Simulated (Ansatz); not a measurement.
Compare A (`C[SiH](S)CS`) with its isomer B (`CSCS[SiH3]`).

Program: Ansatz. Geometries: PBE0-D4/def2-TZVP. ΔE: electronic, gas phase. CCSD(T)/CBS is the MP2 limit (def2-TZVPP, def2-QZVPP) plus CCSD(T) − MP2 in def2-TZVPP, frozen cores. DFT in def2-TZVPP. B3LYP here is the variant with VWN-RPA as its local correlation; programs differ in this. One conformer a species, not always the lowest.

(1) Which isomer does CCSD(T)/CBS put lower? Give the gap. (Best estimate.)

(2) Give E(B) − E(A) in kcal/mol with r2SCAN-D4, CCSD(T)/def2-TZVPP, CCSD/def2-TZVPP, PBE-D4, B3LYP, ωB97M-V, HF/def2-TZVPP. (An estimate is asked.)

Largest T1 diagnostic: 0.011.

Answers

(1) The calculation gave: A, by 23.2 kcal/mol.

(2) Computed: r2SCAN-D4 23.4, CCSD(T)/def2-TZVPP 23.8, CCSD/def2-TZVPP 24.6, PBE-D4 21.3, B3LYP 23.3, ωB97M-V 23.7, HF/def2-TZVPP 24.3. None reverses the order clearly.

From PBE to PBE0 (25 % exact exchange), in def2-TZVPP and without D4, E(B) − E(A) moves by +1.1 kcal/mol. The D4 term adds −1.1 kcal/mol with B3LYP and −0.5 kcal/mol with PBE0; it sums over pairs of atoms, weighted by their polarisabilities, and B3LYP, whose exchange is more repulsive, gets the larger term.
